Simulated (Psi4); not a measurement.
diiodomethane (CH$_{2}$I$_{2}$), singlet, at a GFN2-xTB geometry (core potentials on I); WB97X/def2-SVP (Psi4).

The Psi4 input:
```
memory 2 GB

molecule {
0 1
I    -1.80131757    0.10352545    0.01056948
C    -0.00641288   -1.07119395    0.02814670
I     1.80242387    0.08126803   -0.01542511
H    -0.00348778   -1.66000468    0.93782473
H    -0.01666866   -1.70688575   -0.84935629
}

set {
  basis def2-svp
  scf_type pk
  puream true
  d_convergence 1e-8
  dft_radial_points 99
  dft_spherical_points 590
}

energy('wb97x')
print_variables()
```

Q: Predict the main parts of the log of this Psi4 run.

A: 
```
   => Loading Basis Set <=

    Name: DEF2-SVP
    Role: ORBITAL
    Keyword: BASIS

    !!!  WARNING: ECP capability is in beta. Please check occupations closely.  !!!

         ---------------------------------------------------------
                                   SCF
               by Justin Turney, Rob Parrish, Andy Simmonett
                          and Daniel G. A. Smith
                              RKS Reference
         ---------------------------------------------------------

  ==> Geometry <==

    Molecular point group: c1
    Full point group: C1

    Geometry (in Angstrom), charge = 0, multiplicity = 1:

       Center              X                  Y                   Z               Mass
    ------------   -----------------  -----------------  -----------------  -----------------
         I           -1.801478592152     0.076628909134     0.011276211409   126.904471900000
         C           -0.006573902152    -1.098090490866     0.028853431409    12.000000000000
         I            1.802262847848     0.054371489134    -0.014718378591   126.904471900000
         H           -0.003648802152    -1.686901220866     0.938531461409     1.007825032230
         H           -0.016829682152    -1.733782290866    -0.848649558591     1.007825032230

  Running in c1 symmetry.

  Rotational constants: A =      0.73036  B =      0.02042  C =      0.01994 [cm^-1]
  Rotational constants: A =  21895.75280  B =    612.03448  C =    597.66018 [MHz]
  Nuclear repulsion =  191.649430813683466

  Charge       = 0
  Multiplicity = 1
  Electrons    = 58
  Nalpha       = 29
  Nbeta        = 29

  ==> Algorithm <==

  SCF Algorithm Type is PK.
  DIIS enabled.
  MOM disabled.
  Fractional occupation disabled.
  Guess Type is SAD.
  Energy threshold   = 1.00e-06
  Density threshold  = 1.00e-08
  Integral threshold = 1.00e-12

  ==> Primary Basis <==

  Basis Set: DEF2-SVP
    Blend: DEF2-SVP
    Number of shells: 32
    Number of basis functions: 76
    Number of Cartesian functions: 81
    Spherical Harmonics?: true
    Max angular momentum: 2

  Core potential: DEF2-SVP
    Number of shells: 8
    Number of ECP primitives: 58
    Number of ECP core electrons: 56
    Max angular momentum: 3

  ==> DFT Potential <==

   => LibXC <=

    Version 7.1.2
    S. Lehtola, C. Steigemann, M. J. T. Oliveira, and M. A. L. Marques,  SoftwareX 7, 1–5 (2018) (10.1016/j.softx.2017.11.002)

   => Composite Functional: WB97X <=

[...]
   @RKS iter   7:  -634.74911567132574   -1.00498e-06   2.85920e-06 DIIS
   @RKS iter   8:  -634.74911579753723   -1.26211e-07   7.93765e-07 DIIS
   @RKS iter   9:  -634.74911581084234   -1.33051e-08   2.98926e-07 DIIS
   @RKS iter  10:  -634.74911581260869   -1.76635e-09   8.63987e-08 DIIS
   @RKS iter  11:  -634.74911581278320   -1.74509e-10   1.76655e-08 DIIS
   @RKS iter  12:  -634.74911581278832   -5.11591e-12   4.73506e-09 DIIS
  Energy and wave function converged.

  ==> Post-Iterations <==

   Electrons on quadrature grid:
      Ntotal   =   58.0000002592 ; deviation = 2.592e-07

    Orbital Energies [Eh]
    ---------------------

    Doubly Occupied:

[...]
    Virtual:

[...]
    Final Occupation by Irrep:
              A
    DOCC [    29 ]
    NA   [    29 ]
    NB   [    29 ]

  @RKS Final Energy:  -634.74911581278832

   => Energetics <=

    Nuclear Repulsion Energy =            191.6494308136834661
    One-Electron Energy =               -1470.0998293266761721
    Two-Electron Energy =                 679.0433534479793707
    DFT Exchange-Correlation Energy =     -35.3420707477750256
    Empirical Dispersion Energy =           0.0000000000000000
    VV10 Nonlocal Energy =                  0.0000000000000000
    Total Energy =                       -634.7491158127883182

Computation Completed

Properties will be evaluated at   0.000000,   0.000000,   0.000000 [a0]

Properties computed using the SCF density matrix

 Multipole Moments:

 ------------------------------------------------------------------------------------
     Multipole            Electronic (a.u.)      Nuclear  (a.u.)        Total (a.u.)
 ------------------------------------------------------------------------------------

 L = 1.  Multiply by 2.5417464519 to convert [e a0] to [Debye]
 Dipole X            :          0.0736340           -0.0761853           -0.0025512
 Dipole Y            :         12.2996638          -12.7258249           -0.4261610
 Dipole Z            :         -0.3231860            0.3343838            0.0111978
 Magnitude           :                                                    0.4263157

 ------------------------------------------------------------------------------------

  Variable Map:
  ----------------------------------------------------------------------------
[...]
  Array Variable Map:
  ----------------------------------------------------------------------------
[...]
[...]
```
